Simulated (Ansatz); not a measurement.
Reactions of `[SiH3]C1BO1`.

Calculated with Ansatz (gas phase, PBE0-D4/def2-TZVP geometries, no zero-point term in ΔE). CBS: MP2 limit from def2 TZ/QZ plus the TZ coupled-cluster correction, frozen cores. This one scheme is used for every species, atoms too. No spin–orbit coupling; open shells (•) take unrestricted orbitals. Spin–orbit coupling would lower the free atoms: a little for B, C, O, Si. One conformer a species, not always the lowest.

Task: Order these by ΔE at CCSD(T)/CBS, lowest first. (Estimate.)
A. `[SiH3]C1BO1` + `O[Si](O)(F)O[SiH3]` → `O[Si](F)(O[SiH3])O[SiH3]` + `B1CO1`
B. `[SiH3]C1BO1` → B• + C• + 5 H• + O• + Si•
C. `[SiH3]C1BO1` + H₂S → `[SiH3]S` + `B1CO1`
D. `[SiH3]C1BO1` → `B1OC[SiH2]1`
E. `[SiH3]C1BO1` + H₂S → `SC1BO1` + SiH₄

Result: A (-108.1 kJ/mol), C (-58.5 kJ/mol), D (-30.2 kJ/mol), E (+33.3 kJ/mol), B (+3238.8 kJ/mol).

Largest T1 diagnostic: 0.016, for `SC1BO1`.
